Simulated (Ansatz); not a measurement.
Born–Oppenheimer molecular dynamics of ClF4HHf (7 atoms, charge 0, multiplicity 1). It starts at the highest image of a converged band. Of that band: Beside the main top the profile has a ripple of under 15 meV (maxima at images 4, 7), which may be a very shallow well or noise. A vibrational analysis at the climbing image gives one clearly imaginary mode, 87i cm⁻¹, and a faint second one (38i cm⁻¹) that may be numerical noise or a soft torsion: probably a first-order saddle point.

The calculation used RKS PBE-D4/def2-SVP (Ansatz 0.2.0).

```yaml
ensemble: NVE (velocity Verlet)
time_step: 0.5 fs
steps_asked: 200
starting_velocities_drawn_for: 100 K
seed: 10256
```

First frame:

```xyz
7
Properties=species:S:1:pos:R:3
Hf -0.386 0.000 -0.082
Cl -0.007 0.000 2.655
F 1.531 0.000 0.012
F -0.714 1.546 -1.147
F -0.714 -1.546 -1.147
F -2.113 0.000 1.020
H -1.339 0.000 2.233
```

How far do the bonds stretch over the last three quarters of this one trajectory? (Pairs bonded in most of those frames.)


| bond | mean (Å) | spread (Å) | shortest | longest |
| --- | --- | --- | --- | --- |
| Hf1–Cl2 | 2.721 | 0.029 | 2.66 | 2.75 |
| Hf1–F3 | 1.915 | 0.003 | 1.91 | 1.92 |
| Hf1–F4 | 1.912 | 0.005 | 1.90 | 1.92 |
| Hf1–F5 | 1.911 | 0.015 | 1.88 | 1.93 |
| Hf1–F6 | 2.070 | 0.013 | 2.04 | 2.10 |
| Hf1–H7 | 2.451 | 0.030 | 2.41 | 2.52 |
| Cl2–H7 | 1.433 | 0.030 | 1.38 | 1.52 |

Mean temperature of the second half: 54 K. The conserved energy stayed within 0.0033 meV per atom of its start (net change 0.002 meV per atom), so the integration is sound. A run of 0.1 ps of so small a system gives no equilibrium averages. The orbitals stay closed-shell, which can raise the energy where a bond breaks towards radicals; this wasn't checked here.

Time of the run: 7.8 min on 2 threads of AMD EPYC 7R43 64-Core Processor (Zen 3) (shared host), peak memory 0.23 GiB.
